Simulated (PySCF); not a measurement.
## Constants of AsO⁺, step by step

State: ¹Σ⁺, singlet, closed shell. De refers to As⁺ + O. RHF-based CCSD(T) in PySCF 2.14 with As cc-pwCVDZ-PP with ECP10, O aug-cc-pVDZ and As cc-pwCVTZ-PP with ECP10, O aug-cc-pVTZ (frozen core orbitals: 5; scalar-relativistic core potentials). Correlation energies are extrapolated as n⁻³ (n = 2, 3), Hartree–Fock as (n+1)·exp(−9√n). CV is the change on freezing 4 orbitals instead, in As cc-pwCVTZ-PP with ECP10, O cc-pwCVTZ.

```csv
Level,Re (Å),ωe (cm⁻¹),ωexe (cm⁻¹),αe (cm⁻¹),De (eV)
CCSD(T)/DZ,1.5844,1049.2,5.13,0.00336,6.037
CCSD(T)/TZ,1.5698,1098.1,5.11,0.00323,6.492
HF/CBS,1.5144,1343.6,3.97,0.00252,2.518
MP2/CBS,1.5863,1012,4.75,0.00362,7.310
CCSD/CBS,1.5493,1186.7,4.24,0.00284,6.071
CCSD(T)/CBS,1.5673,1106.1,5.06,0.00321,6.626
CCSD(T)/CBS+CV,1.5666,1106.6,5.08,0.00322,6.634
```

Q: How much is left between CCSD(T)/TZ and the basis-set limit, and how much do the triples give at the limit?

A: CCSD(T)/CBS less CCSD(T)/TZ: -2.5 mÅ in Re, +8.0 cm⁻¹ in ωe and +0.134 eV in De. CCSD(T)/CBS less CCSD/CBS: +18.0 mÅ in Re, -80.6 cm⁻¹ in ωe and +0.555 eV in De.

Q: What do the later terms add?

A: CV: -0.7 mÅ in Re, +0.5 cm⁻¹ in ωe and +0.008 eV in De, each against the row above.

The T1 diagnostic is 0.027, large enough to doubt a single reference. The open-shell atoms are computed with UHF. Spin–orbit coupling, excitations beyond (T) and corrections to the Born–Oppenheimer picture are left out.

The whole job (state search and all basis sets along the bond) took about 14 min on 4 threads of Arm Neoverse V2 (shared host), peak memory 4.8 GiB.
